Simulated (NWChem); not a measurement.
System: C2H4O3Si; SMILES C[SiH]1OC(=O)O1

Here is an NWChem input.

```
start job
memory heap 200 mb stack 900 mb global 1100 mb
geometry units angstroms noautosym nocenter noautoz
  C     -0.741187     2.229037     0.000000
  Si     0.466475     0.823978     0.000000
  O      0.122726    -0.471137    -1.099308
  C     -0.089636    -1.297647     0.000000
  O     -0.388065    -2.452898     0.000000
  O      0.122726    -0.471137     1.099308
  H     -0.591754     2.865974    -0.896078
  H     -1.781171     1.848592     0.000000
  H     -0.591754     2.865974     0.896078
  H      1.903415     1.230059     0.000000
end
basis spherical
  * library def2-svp
end
dft
  xc hfexch
  iterations 150
end
property
  efieldgrad
end
task dft property
```

Parts of the log:

```
             Northwest Computational Chemistry Package (NWChem) 7.3.0
             --------------------------------------------------------

                             Geometry "geometry" -> ""
                             -------------------------

 Output coordinates in angstroms (scale by  1.889725989 to convert to a.u.)

  No.       Tag          Charge          X              Y              Z
 ---- ---------------- ---------- -------------- -------------- --------------
    1 C                    6.0000    -0.74118700     2.22903700     0.00000000
    2 Si                  14.0000     0.46647500     0.82397800     0.00000000
    3 O                    8.0000     0.12272600    -0.47113700    -1.09930800
    4 C                    6.0000    -0.08963600    -1.29764700     0.00000000
    5 O                    8.0000    -0.38806500    -2.45289800     0.00000000
    6 O                    8.0000     0.12272600    -0.47113700     1.09930800
    7 H                    1.0000    -0.59175400     2.86597400    -0.89607800
    8 H                    1.0000    -1.78117100     1.84859200     0.00000000
    9 H                    1.0000    -0.59175400     2.86597400     0.89607800
   10 H                    1.0000     1.90341500     1.23005900     0.00000000

 Effective nuclear repulsion energy (a.u.)     302.2181662060

  xc_inp: hfexch multiplicative factor not found.
                              NWChem Property Module
                              ----------------------

  itol2e modified to match energy
  convergence criterion.

                                 NWChem DFT Module
                                 -----------------

 Summary of "ao basis" -> "ao basis" (spherical)
 ------------------------------------------------------------------------------
       Tag                 Description            Shells   Functions and Types
 ---------------- ------------------------------  ------  ---------------------
 C                          def2-svp                 6       14   3s2p1d
 Si                         def2-svp                 8       18   4s3p1d
 O                          def2-svp                 6       14   3s2p1d
 H                          def2-svp                 3        5   2s1p

  itol2e modified to match energy
  convergence criterion.

[...]

          -----------------------
          Electric field gradient
          -----------------------

 1 a.u. = 0.324123 10**(16) esu/cm**3  ( or statvolts/cm**2 ) = 0.97174 10**(22) v/m**2

 ------------------------------------------------------------
   Atom      X         Y         Z
 ------------------------------------------------------------
    1 C   -1.40064   4.21227   0.00000
 ------------------------------------------------------------

 Electric field gradient in molecular frame (a.u.)
         XX             YY             ZZ             XY             XZ             YZ
 ------------------------------------------------------------------------------------------
        0.014589       0.032914      -0.047503      -0.044125       0.000000       0.000000

 Principal components (a.u.) and orientation
 of principal axis w.r.t. absolute frame                      Asymmetry parameter eta
 --------------------------------------------------------------------------------------
        0.068818      -0.047503      -0.021315                       0.380548

       -0.631149       0.000000       0.775662
        0.775662       0.000000       0.631149
        0.000000       1.000000       0.000000

 ------------------------------------------------------------
   Atom      X         Y         Z
 ------------------------------------------------------------
    2 Si   0.88151   1.55709   0.00000
 ------------------------------------------------------------

 Electric field gradient in molecular frame (a.u.)
         XX             YY             ZZ             XY             XZ             YZ
 ------------------------------------------------------------------------------------------
        0.570474       0.257985      -0.828459      -0.213125       0.000000       0.000000

 Principal components (a.u.) and orientation
 of principal axis w.r.t. absolute frame                      Asymmetry parameter eta
 --------------------------------------------------------------------------------------
       -0.828459       0.678492       0.149967                       0.637961

        0.000000       0.891978       0.452079
        0.000000      -0.452079       0.891978
        1.000000       0.000000       0.000000

 ------------------------------------------------------------
   Atom      X         Y         Z
 ------------------------------------------------------------
    3 O    0.23192  -0.89032  -2.07739
 ------------------------------------------------------------

 Electric field gradient in molecular frame (a.u.)
         XX             YY             ZZ             XY             XZ             YZ
 ------------------------------------------------------------------------------------------
        0.843711      -0.771970      -0.071741      -0.463381       0.204399       0.815474

 Principal components (a.u.) and orientation
 of principal axis w.r.t. absolute frame                      Asymmetry parameter eta
 --------------------------------------------------------------------------------------
       -1.419683       0.967410       0.452273                       0.362854

        0.215791       0.963892       0.156035
        0.820614      -0.265626       0.505999
       -0.529175      -0.018854       0.848303

 ------------------------------------------------------------
   Atom      X         Y         Z
 ------------------------------------------------------------
    4 C   -0.16939  -2.45220   0.00000
 ------------------------------------------------------------

[...]
```

Level: Hartree-Fock/def2-SVP. The geometry was optimised at PBE-D3(BJ)/def2-SVP. NWChem prints the field gradient with the sign opposite to the second derivative of the potential.
